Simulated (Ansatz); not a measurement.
Frontier orbitals of `[F][GeH]([SiH3])[SiH3]`.

```xyz
11

F    -1.120    1.851    0.870
Ge   -0.767    0.184    0.431
Si   -0.619    0.149   -1.953
Si    1.242   -0.390    1.589
H    -1.979   -0.624    0.944
H    -1.887    0.626   -2.560
H    -0.357   -1.250   -2.384
H     0.506    1.014   -2.391
H     2.348    0.483    1.121
H     1.572   -1.807    1.278
H     1.060   -0.234    3.054
```

Total charge 0; spin multiplicity 1. Correlated methods freeze the filled d shell of Ge. Scalar relativity is left out up to krypton. The geometry is a stationary point of PBE0-D4/def2-TZVP. Basis def2-TZVPP, the Gaussian-basis code of Ansatz.

Orbital energies of one run (eV). Highest occupied ones, from the top: -6.67, -7.38, -8.63, -8.68, -8.71, -8.78, -9.28, -9.33, -9.91, -12.33, -13.34, -14.50, -27.63, -30.10. Empty: -1.61, -0.96, -0.70, -0.27, 0.35, 0.36.

Question: Which functional gave them?
A. BLYP
B. B3LYP
C. r2SCAN
D. BHLYP

Answer: A. HOMO energies: BLYP -6.67, BHLYP -8.92, r2SCAN -7.08, B3LYP -7.73 eV.

B3LYP here is the variant with VWN-RPA as its local correlation; programs differ in this.
